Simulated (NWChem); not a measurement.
BeGeH₄; SMILES [BeH][GeH3]

```xyz
6

Be    -0.0003    -1.8560     0.0021
H     -0.0007    -3.1958     0.0029
Ge    -0.0013     0.3541     0.0006
H      1.0930     0.9515    -0.9131
H     -1.3406     0.9485    -0.4919
H      0.2410     0.9524     1.4051
```
Atoms are numbered in this order, from 1.

Level: PBE0/def2-SVP (NWChem), optimised geometry, unscaled harmonic frequencies. 

Problem. List the harmonic frequencies with IR intensities, and the thermochemistry.

Solution. 
| frequency (cm⁻¹) | IR intensity (km/mol) |
|---|---|
| 350 | 41.3 |
| 350 | 41.3 |
| 526 | 3.7 |
| 564 | 53.6 |
| 564 | 53.6 |
| 806 | 118.1 |
| 894 | 36.2 |
| 894 | 36.2 |
| 2122 | 113.2 |
| 2124 | 123.5 |
| 2124 | 123.5 |
| 2142 | 117.8 |

- zero-point energy: 19.2 kcal/mol
- thermal correction to the enthalpy at 298.15 K (with zero-point energy): 22.5 kcal/mol
- heat capacity Cv: 14.2 cal/(mol K)
- entropy at 298.15 K and 1 atm (symmetry number 3): 62.9 cal/(mol K)
- dipole moment: 0.48 D

Rigid rotor and harmonic oscillator.
